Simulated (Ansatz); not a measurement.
Total energies of `CC(=O)C(=N)Br`.

```xyz
10

C     1.059   -0.962    0.001
C    -0.288   -0.546    0.503
O    -0.947   -1.186    1.274
C    -0.800    0.785   -0.037
N    -0.116    1.453   -0.840
Br   -2.523    1.289    0.624
H     1.323   -1.918    0.447
H     1.802   -0.202    0.249
H     1.046   -1.035   -1.088
H    -0.556    2.322   -1.134
```

Total charge 0; spin multiplicity 1. Correlated methods include outer-core shells of Br, which these sets cover unevenly. Scalar relativity is left out up to krypton. The geometry is a stationary point of PBE0-D4/def2-TZVP. It is one conformer, not always the lowest. Basis def2-TZVPP, Ansatz 0.2.0.

RPA on PBE orbitals: Hartree–Fock energy of these orbitals -2817.66451 Eh, correlation -1.83595 Eh (frozen core).

| functional | energy without D4 (Eh) | D4 term (kJ/mol) |
| --- | --- | --- |
| PBE | -2820.26666 | -24.1 |
| r2SCAN | -2820.79204 | -5.9 |
| B97M-V | -2820.45189 | – |
| r2SCANh | -2820.77509 | -6.3 |
| HSE06 (plane-wave form) | -2820.35037 | -18.8 |
| BHLYP | -2820.78314 | -28.6 |
| LC-ωPBE | -2820.41590 | – |
| ωB97X-V | -2820.62590 | – |
| B2PLYP | -2820.36515 | – |
| PBE-QIDH | -2820.00800 | – |

Q: Give the same for LDA (SPW92), revPBE, BLYP, PBE0, B3LYP, r2SCAN0, CAM-B3LYP, ωB97M-V. (Estimate.)

A: The calculation gave: 
```csv
functional,energy without D4 (Eh),D4 term (kJ/mol)
LDA (SPW92),-2815.33642,–
revPBE,-2820.65152,-76.6
BLYP,-2820.89707,-53.6
PBE0,-2820.35825,-20.3
B3LYP,-2820.96982,-38.8
r2SCAN0,-2820.75144,-7.0
CAM-B3LYP,-2820.95104,-20.5
ωB97M-V,-2820.71074,–
```

B3LYP takes the VWN-RPA correlation (the form of Gaussian; ORCA's B3LYP/G). HSE06 is the plane-wave form, built on full-range PBE exchange. The double hybrids freeze the cores in their second-order part.

LC-ωPBE has ω = 0.4 bohr⁻¹.
